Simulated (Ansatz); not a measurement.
Complex: N2 (SMILES N#N) (first 2 atoms) with PH3 (SMILES P); geometry from B3LYP-D3(BJ)/def2-TZVP, rigid monomers moved along the line of their centres of mass till N2···H6 is 2.95 Å.
(charge 0, multiplicity 1):
```xyz
6

N      0.647    -0.211    -0.511
N     -0.335     0.264    -0.488
P      0.035     0.101     3.219
H      1.130     0.626     2.486
H      0.027    -1.117     2.493
H     -0.928     0.708     2.373
```

Counterpoise-corrected where a basis set is named; no monomer relaxation.

Cores are frozen in the correlated methods. CBS: X⁻³ extrapolation of the correlation energy, Hartree–Fock from the larger set.

The values were computed with Ansatz (a quantum-chemistry and plane-wave program). 

Estimate the interaction energy that HF/aug-cc-pV(D+d)Z returns for this input.

1.4 kcal/mol
